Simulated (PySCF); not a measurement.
CH3Se, charge -1, multiplicity 1.

```xyz
5

C      0.0000     0.0000    -1.5338
Se     0.0000     0.0000     0.4401
H      0.8858     0.5114    -1.9202
H     -0.8858     0.5114    -1.9202
H      0.0000    -1.0228    -1.9202
```
Charge -1, spin multiplicity 1.

Geometry optimised at PBE0-D3(BJ)/def2-TZVPD. The multiplicity is an assumed one; other spin states were not compared. The isomer is the one that the SMILES or the coordinates give; other isomers of the formula were not compared.

Calculation: HF/pcSseg-2 run with PySCF. Non-relativistic, no solvent.

Computed absolute GIAO shielding of each atom: isotropic value and principal components (ppm):
| atom | σ(iso) | σ11 | σ22 | σ33 | span |
|---|---|---|---|---|---|
| C1 | 188.4 | 184.5 | 184.5 | 196.3 | 11.8 |
| Se2 | 2166.2 | 1778.4 | 1778.4 | 2942.0 | 1163.6 |
| H3 | 30.6 | 23.3 | 28.8 | 39.7 | 16.4 |
| H4 | 30.6 | 23.3 | 28.8 | 39.7 | 16.4 |
| H5 | 30.6 | 23.3 | 28.8 | 39.7 | 16.4 |
